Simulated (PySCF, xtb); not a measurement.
C5H4F2O, SMILES C#C[C@@H]1COC1(F)F.

Harmonic wavenumbers (cm⁻¹) from GFN2-xTB (xtb) at its own minimum, in rising order: 76, 116, 183, 277, 365, 419, 451, 484, 565, 652, 673, 686, 818, 912, 1012, 1040, 1057, 1085, 1105, 1118, 1146, 1191, 1237, 1286, 1453, 2290, 2973, 2984, 2987, 3401.

### Question
What does B3LYP-D3(BJ)/def2-SVP (PySCF) give at its own minimum? (The exact figures need the calculation; the answer reports its results.)

### Answer
78, 135, 197, 308, 393, 470, 507, 533, 645, 700, 714, 721, 813, 917, 1010, 1060, 1099, 1149, 1156, 1165, 1252, 1282, 1338, 1383, 1505, 2240, 3071, 3091, 3142, 3470. Paired by order, the mean absolute difference is 54 cm⁻¹ and the zero-point energies are 48.7 and 50.8 kcal/mol.
